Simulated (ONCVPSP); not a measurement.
N: one change to an ONCV potential, before and after

```
Element                 : nitrogen
Generator               : ONCVPSP 4.0.1
Type                    : optimised norm-conserving Vanderbilt (ONCV)
Functional              : PBEsol
Relativity              : scalar-relativistic
Frozen core             : none
Valence charge          : 7
Reference configuration : 1s2 2s2 2p2.75 (charge +0.25)
Partial waves           : 1s+2s: rc 0.40 bohr, ncon 4, nbas 9, qcut 30.8 1/bohr, 2 projectors; 2p: rc 1.70 bohr, ncon 4, nbas 9, qcut 7.3 1/bohr, 2 projectors, debl 3.2 Ha
Local potential         : polynomial inside 0.40 bohr (lpopt 5, dvloc0 6 Ha)
Core correction         : none
```

Change: core [He], valence charge 5; reference 2s2 2p3; waves now 2s: rc 0.75 bohr, ncon 4, nbas 8, qcut 10.6 1/bohr, 2 projectors, debl 3.8 Ha; 2p: rc 1.25 bohr, ncon 4, nbas 7, qcut 7 1/bohr, 2 projectors, debl 2.7 Ha; local potential polynomial inside 0.55 bohr (lpopt 5, dvloc0 0 Ha); core correction Teter function fitted to the true core (icmod 2), fcfact 0.55.

Cutoffs: the cutoffs (Ha) at which the residual kinetic energy of the hardest occupied pseudo-wave falls to 1 and 0.1 mHa per electron; they do not see the model core or the augmentation charge, which bear on the density cutoff. Errors are all-electron minus pseudo energies relative to the spin-unpolarised reference configuration.

**Question.** What does the change do?

**Answer.** The potential gets softer (369 Ha and 419 Ha → 41 Ha and 161 Ha); a bound ghost appears in s, which as a rule spoils a file. The shells moved into the core no longer need plane waves of their own. Several settings change at once here, so the effects cannot be laid on one of them.

| quantity | base | changed |
| --- | --- | --- |
| cutoff, loose | 369 Ha | 41 Ha |
| cutoff, tight | 419 Ha | 161 Ha |
| loose cutoff by channel | s 369 Ha, p 20 Ha | s 29 Ha, p 41 Ha |
| bound ghosts | none | s |
| GHOST(+) flags under 300 eV | none | none |
| largest error over its own tests, meV | +1573 | +422 |

 A true bound ghost makes a file unfit for plane-wave use even where its test errors are small: the radial tests pick states by their node count and pass the ghost by.
